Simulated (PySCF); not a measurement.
B: excitation energy

B [He] 2s2 2p1 (2P) → B [He] 2s2 3s1 (2S), as a difference of total energies. Calculation: PySCF 2.14, in aug-cc-pVQZ-DK (6s5p4d3f2g, 80 functions); scalar relativity by spin-free X2C-1e. Correlated levels: valence: 1s2 frozen. The calculations carry no spin-orbit coupling.

```tsv
method	excitation energy (cm⁻¹)
UHF	40341
MP2 (valence)	41111
SCS-MP2 (valence)	41001
CCSD (valence)	39857
CCSD(T) (valence)	39997
```

Errors of the correlated levels include the incompleteness of this basis and the frozen core.

For comparison: 40030 cm⁻¹ (measured; NIST levels, between the centres of gravity of the two terms).
